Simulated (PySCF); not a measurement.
C$_{6}$H$_{18}$NSi, charge +1, singlet, geometry from GFN2-xTB. Base run: HF/STO-3G (PySCF).

The PySCF input:
```python
from pyscf import gto, scf

mol = gto.Mole()
mol.atom = '''
    C    -2.441584   -0.472600   -0.841449
    C    -1.383775    0.421289   -0.207835
    C    -1.738631    0.737166    1.237360
    N    -0.033104   -0.229805   -0.361681
    Si    0.453716   -1.415035    1.029172
    C     1.019275    0.728675   -0.844389
    C     2.240282   -0.025996   -1.350834
    C     1.414019    1.745083    0.213210
    H    -2.515946   -1.426696   -0.325562
    H    -2.229264   -0.654542   -1.893715
    H    -3.412318    0.012098   -0.783519
    H    -1.348269    1.361665   -0.768675
    H    -0.960955    1.306421    1.735992
    H    -1.941306   -0.165882    1.808036
    H    -2.643953    1.339760    1.247066
    H    -0.153842   -0.864143   -1.155991
    H     0.784412   -0.581177    2.169924
    H     1.555088   -2.166948    0.446651
    H    -0.741766   -2.234559    1.166384
    H     0.575438    1.263195   -1.694100
    H     2.837593   -0.416696   -0.531465
    H     2.868267    0.656671   -1.917538
    H     1.962608   -0.842672   -2.014288
    H     2.152131    2.419981   -0.212549
    H     0.569534    2.347304    0.533879
    H     1.864744    1.263641    1.076451
'''
mol.basis = 'sto-3g'
mol.charge = 1
mol.spin = 0
mol.verbose = 4
mol.build()

mf = scf.RHF(mol)
mf.kernel()
```

The base run was repeated with changes; each row names its change, and settings that it needs were set with it.

| change | ΔE vs base (µEh) | SCF cycles |
|---|---|---|
| base | 0.0 | 8 |
| conv_tol = 1e-11 | 0.0 | 10 |
| diis_space = 12 | 0.0 | 8 |
| conv_tol_grad = 1e-3 | 0.0 | 8 |
| init_guess = atom | 0.0 | 9 |
| init_guess = huckel | 0.0 | 9 |
| diis = off; damp = 0.3 (with mf.diis_start_cycle = 200; with mf.max_cycle = 150) | 0.0 | 15 |
| diis_space = 20 | 0.0 | 8 |
| conv_tol = 1e-6 | 0.0 | 6 |
| level_shift = 0.1 (with mf.max_cycle = 100) | 0.0 | 9 |
| level_shift = 1.0 (with mf.max_cycle = 100) | 0.0 | 16 |
| solver = newton | 0.0 | - |
| init_guess = mod_huckel | 0.0 | 9 |
